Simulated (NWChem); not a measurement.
A convergence study on CH3FSn (SMILES [CH3][Sn][F])

CH3FSn has 6 atoms, charge 0, and is taken as a singlet. As SMILES, `[CH3][Sn][F]`. The coordinates come from a PBE0-D4/def2-TZVP relaxation.

```jsonl
{"atom": "C", "x (Å)": "-0.3898", "y (Å)": "0.4212", "z (Å)": "-0.2829"}
{"atom": "Sn", "x (Å)": "0.2571", "y (Å)": "-0.6205", "z (Å)": "1.5136"}
{"atom": "F", "x (Å)": "1.6216", "y (Å)": "-1.6341", "z (Å)": "0.5541"}
{"atom": "H", "x (Å)": "-0.6849", "y (Å)": "-0.3178", "z (Å)": "-1.0339"}
{"atom": "H", "x (Å)": "0.4581", "y (Å)": "0.9794", "z (Å)": "-0.6919"}
{"atom": "H", "x (Å)": "-1.2200", "y (Å)": "1.1077", "z (Å)": "-0.1052"}
```

Program: NWChem 7.3.0. Method: PBE0 (core potential). Swept: basis set. Watched: the total energy. Each run: energy and properties. Hardware: 1 thread of Intel Xeon Platinum 8488C (Sapphire Rapids), shared host.

Deviations are taken from the sweep's last point, which isn't the limit.

```csv
basis set,basis functions,energy (Eh),from the best (mEh),wall time
def2-SVP,69,-353.822620,+186.953,11 s
def2-SVPD,99,-353.841211,+168.363,20 s
def2-TZVP,130,-354.007665,+1.908,44 s
def2-TZVPD,160,-354.009574,0.000,67 s
```

Over the sweep the value spans 186.953 mEh. Totals converge more slowly than differences, where errors cancel.
